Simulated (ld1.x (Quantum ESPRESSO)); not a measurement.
## Before and after: PAW potential for copper

| Item | Value |
| --- | --- |
| Element | copper |
| Generator | ld1.x (Quantum ESPRESSO) 7.5 |
| Type | PAW |
| Functional | PBE |
| Relativity | scalar-relativistic |
| Frozen core | [Ar] |
| Valence charge | 11 |
| Reference configuration | 3d10 4s0.5 4p0.5 |
| Partial waves | 4s (bound): rcut 1.60, rcutus 2.20 bohr; 4s channel at 0.4 Ry: rcut 1.60, rcutus 2.20 bohr; 4p (bound): rcut 2.50, rcutus 2.95 bohr; 4p channel at 1.25 Ry: rcut 2.50, rcutus 2.95 bohr; 3d (bound): rcut 1.35, rcutus 1.55 bohr; 3d channel at 0.05 Ry: rcut 1.35, rcutus 1.55 bohr |
| Local potential | all-electron potential smoothed inside 2.30 bohr (lloc = -1) |
| Core correction | Bessel-smoothed model core inside 1.40 bohr |
| Augmentation charge | BESSEL, radius 1.15 bohr |

Change: type TM; waves now 4s (bound): rc 2.20 bohr; 4p (bound): rc 2.95 bohr; 3d (bound): rc 1.55 bohr; local potential all-electron potential smoothed inside 2.75 bohr (lloc = -2).

Cutoffs: the cutoffs (Ry, on a coarse ladder) from which the occupation-weighted sum of valence levels, in a spherical-Bessel basis at the reference potential, stays within 10 and 1 mRy of its value at 400 Ry; they do not see the model core or the augmentation charge, which bear on the density cutoff. Errors are all-electron minus pseudo energies relative to the spin-unpolarised reference configuration.

What does the change do?

The potential gets harder (45 Ry and 80 Ry → 120 Ry and 200 Ry); of the 7 tests that both files solve, the error grows in 5 and shrinks in 0 by more than 15 % and 0.3 meV (median size 2.9 → 7.0 meV); the range in which the s phases agree narrows (upper end at the end of the scan → 1.6); the range in which the d phases agree narrows (upper end 4.2 → 0.4); neither file shows a bound ghost. Several settings change at once here, so the effects cannot be laid on one of them.

| quantity | base | changed |
| --- | --- | --- |
| cutoff, loose | 45 Ry | 120 Ry |
| cutoff, tight | 80 Ry | 200 Ry |
| loose cutoff by channel (10 mRy a level) | s 6 Ry, p 6 Ry, d 40 Ry | s 8 Ry, p 6 Ry, d 100 Ry |
| bound ghosts | none | none |
| error for 3d10 4s1 4p0, meV [ΔE -2.01 eV] | -0.4 | -0.5 |
| error for 3d10 4s0 4p0, meV [ΔE 6.14 eV] | -2.9 | -7.0 |
| error for 3d9 4s0 4p0, meV [ΔE 27.47 eV] | -66 | -276 |
| error for 3d9 4s1 4p1, meV [ΔE 4.80 eV] | -64 | -269 |
| error for 3d9 4s2 4p0, meV [ΔE -0.04 eV] | -77 | -264 |
| error for 3d10 4s0.5 4p0, meV [ΔE 1.15 eV] | -0.1 | -0.7 |
| error for 3d10 4s0 4p1, meV [ΔE 2.13 eV] | -1.0 | -0.8 |
| s: phases at 3.20 bohr within 0.05 rad from the reference energy up to (Ry; the scan ends near 5) | to the end of the scan | 1.6 |
| p: phases at 3.20 bohr within 0.05 rad from the reference energy up to (Ry; the scan ends near 5) | 2.8 | 2.4 |
| d: phases at 3.20 bohr within 0.05 rad from the reference energy up to (Ry; the scan ends near 5) | 4.2 | 0.4 |
